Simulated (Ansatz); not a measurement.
`[OH][Al]([OH])[SeH]`. Charge 0, multiplicity 1.

Z-matrix (Å, degrees):
```
Al
O 1 1.684
Se 1 2.319 2 119.7
O 1 1.685 2 116.9 3 179.9
H 2 0.955 1 124.3 3 0.2
H 3 1.469 1 91.8 2 180.0
H 4 0.954 1 124.4 2 -180.0
```

(1) List the harmonic frequencies (cm⁻¹, unscaled) at PBE0-D4/def2-TZVP in Ansatz. (An estimate is asked.)

(2) Is this a minimum?

(3) Give the ideal-gas thermochemistry at 298.15 K and 1 bar (rigid rotor, harmonic oscillator; point group Cs, symmetry number 1).

## Answers

(1) Ansatz gave: 133, 147, 203, 243, 270, 312, 368, 549, 606, 636, 802, 957, 2445, 3978, 3980.

(2) Yes, all 15 modes are real.

(3) Zero-point energy 93.5 kJ/mol; H(298) − E = 114.4 kJ/mol; entropy 348.9 J/(mol·K), of which translation 170.6, rotation 114.6, vibration 63.8; G(298) − E = 10.4 kJ/mol.
